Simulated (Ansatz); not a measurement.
Geometry optimisation, RKS r2SCAN-D4/def2-SVP (Ansatz).

Input file:

```yaml
crystal:
  periodic: [false, false, false]
  atoms:
    - { symbol: Zr, position_ang: [-0.512709, 7.3e-05, -0.48806] }
    - { symbol: F, position_ang: [0.051426, -0.000206, 2.633807] }
    - { symbol: Cl, position_ang: [1.788219, 0.000835, -0.090382] }
    - { symbol: Cl, position_ang: [-1.124884, 1.905221, -1.667379] }
    - { symbol: Cl, position_ang: [-1.125267, -1.905819, -1.666052] }
    - { symbol: H, position_ang: [-1.723444, 0.001634, 0.911906] }
    - { symbol: H, position_ang: [-0.87414, -0.001738, 2.564259] }
basis:
  gaussian: { orbitals: def2-SVP }
hamiltonian:
  xc: r2scan
  dispersion: d4
relax:
  f_tol: 0.03
  max_steps: 50
```

Run as:

```bash
$ ansatz run input.yaml --threads 4 --pin off --max-ram 5120MiB --backend cpu --events-out ev --progress --plain --runs-dir out
```

Problem. Where does it end, and by what steps?

Solution. The forces met the threshold. The force dipped under the threshold on the way, but the program's further checks kept it going. After 18 steps the energy has fallen by 2.274 eV; H7 moved furthest, 1.58 Å. Parted: Zr1–H6 (1.85 → 3.03 Å), F2–H7 (0.93 → 2.59 Å). Joined: Zr1–F2 (3.17 → 1.89 Å), H6–H7 (1.86 → 0.76 Å).

| step | energy less start (eV) | largest force component (eV/Å) | accepted |
| --- | --- | --- | --- |
| 0 | 0.0000 | 0.316 | yes |
| 1 | -0.0596 | 0.433 | yes |
| 2 | -0.1846 | 0.578 | yes |
| 3 | -0.3183 | 0.628 | yes |
| 4 | -0.4363 | 0.872 | yes |
| 5 | -0.5028 | 2.100 | yes |
| 6 | -0.7678 | 2.131 | yes |
| 7 | -1.2971 | 1.325 | yes |
| 8 | -1.7470 | 2.118 | yes |
| 9 | -1.9602 | 1.654 | yes |
| 10 | -2.1940 | 0.793 | yes |
| 11 | -2.2198 | 0.307 | yes |
| 12 | -2.2505 | 0.176 | yes |
| 13 | -2.2466 | 0.923 | no |
| 14 | -2.2637 | 0.112 | yes |
| 15 | -2.2711 | 0.041 | yes |
| 16 | -2.2730 | 0.029 | yes |
| 17 | -2.2736 | 0.018 | yes |
| 18 | -2.2739 | 0.016 | yes |

```xyz
7
Properties=species:S:1:pos:R:3
Zr 0.211 -0.012 -0.031
F 0.370 -0.015 1.852
Cl 2.385 0.014 -0.874
Cl -0.866 1.915 -0.812
Cl -0.822 -1.963 -0.803
H -2.583 0.154 1.125
H -2.216 -0.094 1.742
```

Whether the end is a true minimum wasn't checked by a vibrational analysis.

The run took 73 s on 4 threads of Arm Neoverse V1 (shared host), peak memory 0.21 GiB.
